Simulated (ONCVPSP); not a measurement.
**Scattering properties, ONCV potential for Zn (Z = 30)**

ONCVPSP 4.0.1 input, shortened (lines: element, Z, core and valence counts, functional; n l f; lmax; l rc ep ncon nbas qcut; lloc lpopt rc5 dvloc0; l nproj debl; icmod fcfact rcfact), LDA (Perdew-Wang 92), scalar-relativistic:

```
  Zn 30.00    3    5  -001012      upf
    1    0    2.00
    2    0    2.00
    2    1    6.00
    3    0    2.00
    3    1    6.00
    3    2   10.00
    4    0    1.75
    4    1    0.25
    2
    0    1.05    0.00    4    9    9.50
    1    1.50    0.00    3    6   11.50
    2    0.75    0.00    4    8   19.30
    4    5    0.70    0.00
    0    2    1.60
    1    2    3.00
    2    2    2.80
    2    0.40    0.75
```

The phase is arctan(r·R′/R) of the radial function R(r), unwrapped; energies in Ha, scanned from -6 to 5 Ha. A pole is an energy at which the radial function vanishes at the test radius. The pseudo phase is shifted by a multiple of π to meet the all-electron one at the reference energy, and phase errors are pseudo minus all-electron; the curves can meet again beyond the range given. Levels narrower than the energy grid can be missing from the lists of poles.

```json
{"channel": "s", "radius (bohr)": "1.07", "reference energy (Ha)": "-0.24", "poles, all-electron": "-3.45", "poles, pseudo": "-3.45", "unbroken range about the reference energy with phases within 0.05 rad": "the whole range", "phase error 1 Ha above the reference energy (rad)": "-0.000"}
{"channel": "p", "radius (bohr)": "1.52", "reference energy (Ha)": "-0.06", "poles, all-electron": "-2.91", "poles, pseudo": "-2.91", "unbroken range about the reference energy with phases within 0.05 rad": "the whole range", "phase error 1 Ha above the reference energy (rad)": "+0.001"}
{"channel": "d", "radius (bohr)": "0.76", "reference energy (Ha)": "-0.40", "poles, all-electron": "4.81", "poles, pseudo": "4.81", "unbroken range about the reference energy with phases within 0.05 rad": "the whole range", "phase error 1 Ha above the reference energy (rad)": "-0.000"}
```

Phases in the s channel:

```tsv
E (Ha)	all-electron	pseudo
-5.96	-0.326	-0.326
-5.40	-0.936	-0.936
-4.84	-1.258	-1.258
-4.28	-1.428	-1.428
-3.72	-1.532	-1.532
-3.16	-1.606	-1.606
-2.60	-1.663	-1.663
-2.04	-1.712	-1.712
-1.48	-1.757	-1.757
-0.92	-1.801	-1.801
-0.36	-1.847	-1.847
0.20	-1.899	-1.899
0.76	-1.959	-1.959
1.32	-2.032	-2.032
1.88	-2.126	-2.126
2.44	-2.252	-2.252
3.00	-2.427	-2.429
3.56	-2.675	-2.680
4.12	-3.003	-3.013
4.68	-3.370	-3.385
```
